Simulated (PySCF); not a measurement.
Magnetisability: `N[Si@@H](O)[SiH2][SiH3]`, H₉NOSi₃

Cartesian coordinates in Å; atom numbers follow the order of the lines, from 1:
```xyz
14

N    -2.6075    0.0247    0.8251
Si   -1.2821    0.2442   -0.2751
O    -0.6273    1.7033    0.0586
Si    0.5996   -1.0717   -0.0621
Si    2.5342    0.0354    0.5628
H    -2.4260    0.1452    1.8100
H    -3.1937   -0.7838    0.6983
H    -1.9889    0.2824   -1.5628
H    -1.1841    2.4726    0.1461
H     0.8219   -1.8142   -1.3189
H     0.3271   -2.1699    0.8938
H     3.5789   -0.8503    1.0930
H     2.2952    1.0332    1.6099
H     3.1520    0.7484   -0.5603
```

The calculation used GIAO BLYP/def2-SVP magnetisability, rotational g tensor and spin-rotation constants, non-relativistic, gas phase (PySCF). Geometry: GFN2-xTB.

Question: How diamagnetic is it, and how anisotropic?

Answer: Isotropic -1255 × 10⁻³⁰ J/T², or -75.6 × 10⁻⁶ cm³/mol; principal values -1275, -1255, -1234 × 10⁻³⁰ J/T², anisotropy 36 × 10⁻³⁰ J/T² (root of half the summed squared differences of the principal values). The susceptibility is in cgs units.

Question: Split it along the inertial axes a, b, c into diamagnetic and paramagnetic parts about the centre of mass, with the quadrupole moment.

Answer: 
```
axis  χ (10⁻⁶ cm³/mol)  diamagnetic (10⁻⁶ cm³/mol)  paramagnetic (10⁻⁶ cm³/mol)  summed x² of all electrons (Å²)  quadrupole Θ (D Å)
   a             -76.7                      -411.8                        335.2                            234.1               -2.26
   b             -74.9                     -1127.5                       1052.5                             65.4               +2.03
   c             -75.1                     -1270.4                       1195.3                             31.7               +0.24
```
Anisotropies 2χaa − χbb − χcc = -3.3 and 2χbb − χaa − χcc = +2.0 × 10⁻⁶ cm³/mol. Θ is traceless in Buckingham's convention.

Question: And the rotational g tensor?

Answer: 
```tsv
axis	rotational constant (GHz)	g	nuclear part	electronic part
a	4.2201	-0.0372	0.6273	-0.6645
b	1.1931	-0.0129	0.5770	-0.5900
c	1.0397	-0.0106	0.5732	-0.5838
```
Asymmetric top; isotopes 1H, 14N, 16O, 28Si; no vibrational averaging.
